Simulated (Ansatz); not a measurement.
One change: `C/[C]([AlH2])=C\F` becomes `CC(C)=CF`.

Ansatz, PBE0-D4/def2-TZVP geometries, multiplicity 1. 

| property | `C/[C]([AlH2])=C\F` |
| --- | --- |
| LUMO energy (PBE/def2-TZVPP) / eV | -2.32 |
| HOMO energy (PBE0/def2-TZVPP) / eV | -7.53 |
| HOMO–LUMO gap (PBE/def2-TZVPP) / eV | 4.06 |
| LUMO energy (B3LYP/def2-TZVPP) / eV | -1.77 |
| size of the dipole moment (B3LYP/def2-TZVPP) / D | 0.60 |
| LUMO energy (ωB97M-V/def2-TZVPP) / eV | 0.09 |

Question: Give the same properties after the change, and the shifts. (Estimate.)

Answer: The calculation gave: 
| property | `CC(C)=CF` | shift |
| --- | --- | --- |
| LUMO energy (PBE/def2-TZVPP) / eV | -0.29 | 2.03 |
| HOMO energy (PBE0/def2-TZVPP) / eV | -6.88 | 0.65 |
| HOMO–LUMO gap (PBE/def2-TZVPP) / eV | 5.38 | 1.32 |
| LUMO energy (B3LYP/def2-TZVPP) / eV | 0.46 | 2.23 |
| size of the dipole moment (B3LYP/def2-TZVPP) / D | 1.63 | 1.03 |
| LUMO energy (ωB97M-V/def2-TZVPP) / eV | 2.70 | 2.61 |

With PBE0 the HOMO rises by 0.65 eV and the LUMO rises by 2.29 eV, so the gap widens by about 1.64 eV. PBE moves the HOMO by 0.71 eV and ωB97M-V by 0.61 eV. Dipoles are sizes alone; their direction can turn.

B3LYP here is the variant with VWN-RPA as its local correlation; programs differ in this.
